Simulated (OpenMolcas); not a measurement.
V3+ (d2) in a complex was computed by SS-CASPT2, IPEA 0.25 Eh, imaginary shift 0.1 Eh with the d shell active (OpenMolcas, ANO-RCC-VTZP on the metal). Its lowest spin-free states, and all those of the highest spin:

```tsv
2S+1	Degeneracy	E (cm-1)
3	1	0
3	3	6460
1	2	10550
3	3	11940
1	3	16380
1	1	18320
3	3	20560
1	3	21500
1	2	26850
1	3	27750
1	1	45280
```

**Question.** Is the site octahedral, tetrahedral or cube-like, axial, or of lower symmetry?

**Answer.** The states with 2S+1 = 3 have orbital degeneracies 1, 3, 3, 3. Threefold states need a cubic site. For d2 at this spin an octahedron puts the threefold T1 below the threefold T2 and a tetrahedron or cube puts the single A2 below the threefold T2, so the site is a tetrahedron or a cube, which this pattern cannot tell apart. The first gap at this spin, 6460 cm-1, is |10Dq| in ligand-field theory. The run had V3+ with 4 ligands (fluoride) in tetrahedral coordination (Td) at 1.88 Å. A charge of +0.25 e stands 3.2 Å behind each ligand. Ligand basis ANO-RCC-VDZP.

Roots that are degenerate in the reference are averaged as groups; the widest CASPT2 spread within a group is 730 cm-1 (the 3-fold group of multiplicity 1 near 21500 cm-1 above the lowest state of its run). Shifts and gaps below about the spread of the groups concerned are not significant. Ligand-to-metal charge-transfer states are missing. These CASPT2 states fit no ligand-field parameters well, so their order and spin gaps are uncertain. With no ligand orbital active B as a rule stays too high, so bands that hang on it stand too high and its fall with covalency is understated. With one d shell and no ligand orbital active, 10Dq can be off by a tenth or more. The distance lies 3 % over the 1.82 Å that this model takes as the normal distance (a Shannon-type radius plus a fixed donor radius); by an R⁻⁵ law this alone changes a d-shell field by about -15 %. No measured value stands beside these numbers; the geometry was imposed, not optimised, and the real ion may take another.
